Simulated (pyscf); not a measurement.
Structures and frequencies: ωB97X-D3(BJ)/def2-SVP in PySCF. MP2 and CC: frozen core, UHF for open shells. ΔMP2 is the change of the MP2 total energy from the triple- to the quadruple-zeta basis.

Problem. PBE/def2-TZVP puts the barrier of `[CH2][InH][Cl]` [doublet] → `[CH3][In][Cl]` [doublet] (hydrogen shift; doublet surface; H–In broken, C–H formed) at 134.9 kJ/mol and the reaction energy at -165.0 kJ/mol, from the reactant's lowest minimum found. What do PBE0-D3(BJ)/def2-TZVP, M06-2X/def2-TZVP, CCSD(T)/def2-TZVPP + ΔMP2(QZVPP) give on the same structures?

Solution. PBE0-D3(BJ): ΔE‡ = 161.1 kJ/mol, ΔE = -154.9 kJ/mol; M06-2X: ΔE‡ = 167.9 kJ/mol, ΔE = -165.0 kJ/mol; CCSD(T): ΔE‡ = 163.3 kJ/mol, ΔE = -148.3 kJ/mol. PBE's barrier lies under all of them, by 26.2 to 33.0 kJ/mol. Its reaction energy matches one of them and lies within 16.6 kJ/mol of the others. Low barriers are usual for a GGA, whose delocalisation error favours stretched bonds. This is the saddle that the search found; another between the same sides may lie lower. The CCSD(T) − MP2 part came from Ansatz, without density fitting, on the same reference. A UHF reference is spin-contaminated (<S²> up to 1.04), which harms MP2 most. The frozen core leaves the outer d or s,p core shells of the metals and heavy elements correlated in the MP2 and CC values, and def2-TZVPP describes them poorly, which can shift differences by a few kcal/mol. Elements past Kr carry the def2 core potentials, without spin-orbit coupling.
